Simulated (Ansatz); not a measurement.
The same ligand exchange along the group Ti, Zr, Hf.

Isolated molecules relaxed with PBE0-D4/def2-TZVP in Ansatz; ΔE leaves out vibrations. CCSD(T)/CBS adds triple-zeta CCSD(T) − MP2 to the extrapolated MP2 energy (def2 sets, frozen cores). This one scheme is used for every species. Functionals use def2-TZVPP. Elements past krypton have def2 core potentials. For Br, Hf, Ti, Zr outer-core shells are correlated without core-valence functions, which leaves a few kJ/mol of doubt a bond. Scalar relativity is left out up to krypton. Each species was taken in one conformer, which may not be the lowest.

```tsv
reaction	CCSD(T)/CBS(def2) (kJ/mol)
`[OH][Ti]([OH])([OH])[SH]` + HBr → `[OH][Ti]([OH])([OH])[Br]` + H₂S	-65
`[OH][Zr]([OH])([OH])[SH]` + HBr → `[OH][Zr]([OH])([OH])[Br]` + H₂S	?
`[OH][Hf]([OH])([OH])[SH]` + HBr → `[OH][Hf]([OH])([OH])[Br]` + H₂S	-75
```

Question: Fill in the missing values. (Estimate.)

Answer: The calculation gave: `[OH][Zr]([OH])([OH])[SH]` + HBr → `[OH][Zr]([OH])([OH])[Br]` + H₂S: -75.8 kJ/mol.

Largest T1 diagnostic: 0.025, for `[OH][Ti]([OH])([OH])[SH]`.
